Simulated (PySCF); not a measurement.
Compound: C3H5Br.
Numbering: `[Br:1][CH:2]1[CH2:3][CH2:4]1` (hydrogens: H5 on C2; H6, H7 on C3; H8, H9 on C4)

Method: core-valence-separated Tamm–Dancoff BHandHLYP/aug-pcX-1 (pcseg-1 on H, def2-SVPD on Br) in PySCF, non-relativistic, gas phase, PBE0-D3(BJ)/def2-SVP geometry.

Computed carbon K-edge spectrum, Gaussian lines of 0.6 eV full width, highest printed point 100; it ends one width below the last computed root. BHandHLYP without relativity tends to put these K edges a few eV too low, so spacings mean more than positions.

photon energy (eV), absorption and a bar:
```
    283.8          1 
    283.9          2 
    284.0          5 #
    284.1         12 ###
    284.2         24 #######
    284.3         41 ############
    284.4         60 ##################
    284.5         75 #######################
    284.6         81 ########################
    284.7         75 ######################
    284.8         59 ##################
    284.9         40 ############
    285.0         24 #######
    285.1         13 ####
    285.2          9 ###
    285.3         11 ###
    285.4         18 #####
    285.5         30 #########
    285.6         45 #############
    285.7         59 ##################
    285.8         69 #####################
    285.9         72 ######################
    286.0         70 #####################
    286.1         63 ###################
    286.2         56 #################
    286.3         54 ################
    286.4         58 #################
    286.5         67 ####################
    286.6         79 ########################
    286.7         89 ###########################
    286.8         96 #############################
    286.9         99 ##############################
    287.0        100 ##############################
    287.1         99 ##############################
    287.2         96 #############################
    287.3         89 ###########################
    287.4         79 ########################
    287.5         68 ####################
    287.6         58 #################
```

Question: Where are the maxima, and which lines make them up?

Answer: 3 maxima:
- 284.6 eV: C2 (sp3 C–Br carbon), 284.60 eV, f = 0.058, 100 % of the height at the exact maximum
- 285.9 eV: C3/C4 (three-membered-ring carbon), 285.77 eV, f = 0.034, sum of 2, 57 % of the height at the exact maximum; C3/C4 (three-membered-ring carbon), 286.06 eV, f = 0.026, sum of 2, 42 % of the height at the exact maximum
- 287.0 eV: C3/C4 (three-membered-ring carbon), 286.89 eV, f = 0.034, sum of 2, 45 % of the height at the exact maximum; C3/C4 (three-membered-ring carbon), 287.32 eV, f = 0.033, sum of 2, 19 % of the height at the exact maximum; C2 (sp3 C–Br carbon), 287.17 eV, f = 0.017, 18 % of the height at the exact maximum; C3/C4 (three-membered-ring carbon), 286.62 eV, f = 0.034, sum of 2, 17 % of the height at the exact maximum

Roots within 0.03 eV on the same or equivalent atoms count as one line; shares under 12 % aren't listed.

Vibrational structure and lifetime widths aren't in the curve. The ionisation threshold wasn't computed; near and above it a finite basis only mimics Rydberg series and continuum. Relativistic effects, spin–orbit coupling among them, are left out although an element past zinc is present.

Time: 5.0 s of wall time; peak memory 0.64 GiB. Hardware: one thread of an AMD EPYC 7R13 (shared host).
